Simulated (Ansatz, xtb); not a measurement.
# C6H10O: 3 structures ranked

3 gas-phase structures of C6H10O, from a drawn sample of its isomers (lower ones may exist). Each was relaxed with GFN2-xTB; where two conformers were screened, the lower at r2SCAN-D4/def2-SVP is listed:

A. `C[C@@H]1CCC(=O)C1`, a singlet
B. `C[C@@H]1C=C(O)CC1`, a singlet
C. `C[C@@H]1CC=C(O)C1`, a singlet

**Question.** Which do you expect lowest at r2SCAN-D4/def2-SVP, and how would the others follow?

**Answer.** Calculated order at r2SCAN-D4/def2-SVP: A (0.0), B (56.9), C (57.3) kJ/mol. Less than 1 kcal/mol parts B and C, so the order within that pair means little.

Energies above the lowest of each column, in kJ/mol; the last columns are at PBE0-D3(BJ)/def2-SVP geometries:

```csv
structure,GFN2-xTB,HF/STO-3G,r2SCAN-D4/def2-SVP,PBE0-D3(BJ)/def2-SVP,CCSD(T)/def2-SVP + ΔMP2/def2-TZVPP
A,0.0,0.0,0.0,0.0,0.0
B,47.4,82.3,56.9,53.8,49.1
C,46.4,84.2,57.3,54.7,49.9
```

Every level run on A puts it lowest or level with the lowest. Flexible structures stand in one conformer each, not always the lowest. ΔMP2 is the change of the MP2 energy from the smaller to the larger basis.

Programs: Ansatz 0.2.0, xtb 6.7.1.
